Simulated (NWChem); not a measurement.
# SiH4S; SMILES S[SiH3]

```xyz
6

Si     0.0037     0.9914    -0.0003
S      0.0779    -1.1443    -0.0010
H     -0.6800     1.5137     1.2101
H      1.4219     1.4227    -0.0061
H     -0.6903     1.5138    -1.2047
H     -1.2567    -1.3005     0.0015
```
Atoms are numbered in this order, from 1.

All runs: NWChem. Pople sets run with spherical d functions. Geometry: optimised at PBE0-D3(BJ)/def2-TZVP. Level: PBE0/6-31G* with SMD (1 M gas to 1 M solution), gas-phase geometry. Reactions with the solvent are ignored.

Predict the results for solvent benzene. Quantities: solvation free energy (kcal/mol); cavity-dispersion-structure term (kcal/mol); dipole in solution (D).


```
Property                                     Value
-------------------------------------------  -----
solvation free energy (kcal/mol)              -2.7
cavity-dispersion-structure term (kcal/mol)   -1.5
dipole in solution (D)                        1.69
```
